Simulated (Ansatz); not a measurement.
The first iterations of a band of CH7FSSi2 (12 atoms, charge 0, multiplicity 1).

These are results of Ansatz, UKS PBE-D4/6-31G*, not measurements.

| Quantity | Value |
| --- | --- |
| movable images | 7 |
| climbing image | yes |
| spring | 5.0 eV/Å² |
| optimiser | quadratic models (default) |
| start path | through a guess of the saddle point |
| force threshold | 0.5 eV/Å |
| iteration limit | 60 |
| end points | relaxed |

First end point:

```xyz
12
Properties=species:S:1:pos:R:3
C -1.496 1.358 1.593
S 0.058 0.372 1.443
Si -0.187 -0.446 -0.515
F -1.245 -1.696 -0.553
Si 1.932 -1.137 -1.246
H -1.640 1.999 0.710
H -2.366 0.699 1.727
H -1.383 1.994 2.485
H -0.796 0.628 -1.377
H 1.821 -1.921 -2.521
H 2.605 -1.985 -0.208
H 2.774 0.080 -1.503
```

Last end point:

```xyz
12
Properties=species:S:1:pos:R:3
C -1.968 1.237 1.352
S -0.624 0.212 1.436
Si -0.416 -0.511 -0.621
F -1.299 -1.869 -0.778
Si 1.874 -0.915 -0.994
H -1.971 2.024 0.591
H -2.350 1.507 2.341
H 0.781 0.715 1.458
H -1.033 0.547 -1.486
H 2.024 -1.708 -2.259
H 2.467 -1.684 0.147
H 2.591 0.392 -1.153
```

| iteration | highest image above the first end (eV) | largest band force component (eV/Å) |
| --- | --- | --- |
| 1 | 9.590 | 18.112 |
| 2 | 5.288 | 4.443 |
| 3 | 4.483 | 9.784 |
| 4 | 4.195 | 2.079 |
| 5 | 4.299 | 2.201 |
| 6 | 4.569 | 1.648 |
| 7 | 4.233 | 1.338 |

Q: Does the band converge within its limit, and where does its top end?

A: The forces met the threshold. It ended after 22 iterations with the highest image 4.429 eV above the first end. The threshold of 0.5 eV/Å is loose, so the images may lie well off the minimum-energy path. Neighbouring images differ by up to 3.2 eV, so the band resolves the path poorly. The order of the stationary point at the top wasn't checked. The orbitals stay closed-shell, which can raise the energy where a bond breaks towards radicals; this wasn't checked here.

Time of the run: 5.2 min on 2 threads of Intel(R) Xeon(R) Platinum 8559C (Emerald Rapids), on a shared host, peak memory 0.28 GiB.
